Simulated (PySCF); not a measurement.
Simulated Cl 2p region for Ge(NMe2)Cl3, `C[N](C)[Ge]([Cl])([Cl])[Cl]`, binding energy against the vacuum level.

Every computed line was given a Gaussian of 0.8 eV full width at half maximum and an area set by the number of equivalent atoms (split 2:1 within a doublet); the highest printed point is 100. Computed with delta-SCF UKS SCAN, pcX-2 on the ionised atom, pcseg-1 elsewhere, spin-free X2C in PySCF 2.14.0.

binding energy (eV), intensity and a bar:
```
    205.0          0 
    205.1          1 
    205.2          3 #
    205.3          6 ##
    205.4         11 ###
    205.5         20 ######
    205.6         33 ##########
    205.7         49 ###############
    205.8         66 ####################
    205.9         83 #########################
    206.0         95 #############################
    206.1        100 ##############################
    206.2         96 #############################
    206.3         85 ##########################
    206.4         69 #####################
    206.5         51 ###############
    206.6         35 ##########
    206.7         22 #######
    206.8         13 ####
    206.9          9 ###
    207.0          7 ##
    207.1          9 ###
    207.2         13 ####
    207.3         20 ######
    207.4         28 #########
    207.5         37 ###########
    207.6         45 #############
    207.7         49 ###############
    207.8         50 ###############
    207.9         46 ##############
    208.0         39 ############
    208.1         30 #########
    208.2         22 ######
    208.3         14 ####
    208.4          9 ###
    208.5          5 #
    208.6          2 #
    208.7          1 
    208.8          0 
    208.9          0
```

**Question.** Count the maxima, the lines and the sites behind this envelope.

**Answer.** The curve has 2 maxima (at 206.1 and 207.8 eV). Under it lie 2 lines from 1 inequivalent chlorine site, drawn as a 2p3/2, 2p1/2 pair.

**Question.** Decompose the envelope and assign each component. Bonds: Ge1–N2, Ge1–Cl11, Ge1–Cl12, Ge1–Cl13, N2–C3, N2–C4. Hydrogens: H5, H6, H7 on C3; H8, H9, H10 on C4.

**Answer.** 
```tsv
position (eV)	relative area	line	atoms	environment
206.11	2.00	Cl 2p3/2	Cl11/Cl12/Cl13	chlorine bonded to Ge
207.76	1.00	Cl 2p1/2	Cl11/Cl12/Cl13	chlorine bonded to Ge
```

**Question.** What are the centre and the root-mean-square width of the whole band?

**Answer.** The area-weighted mean of the lines is 206.66 eV. Their own spread about it is 0.78 eV (rms) and each Gaussian has σ = 0.8/2.355 = 0.34 eV; the variances add, which gives 0.85 eV.

Shake-up satellites, vibrational structure and lifetime widths aren't simulated. One atom of each set of topologically equivalent atoms was ionised and stands for the set; in this conformer not all members are related by symmetry, and their own values weren't computed. The 2p values aren't plain energy differences: one relaxed spin-free 2p hole is combined with a matrix within the shell (ground-state 2p orbital-energy differences and spin–orbit coupling). 2p3/2, the mean of its two sublevels, lies a third of the splitting below the shell's mean and 2p1/2 two thirds above it; the statistical areas are 2:1. 2p1/2 minus 2p3/2 (ligand field included): Cl 1.65 eV. Geometry: PBE0-D3(BJ)/def2-SVP; no solvent, vibrations or thermal averaging.

Time: 70 s of wall time; peak memory 0.73 GiB. Hardware: an AMD EPYC with one thread (shared host).
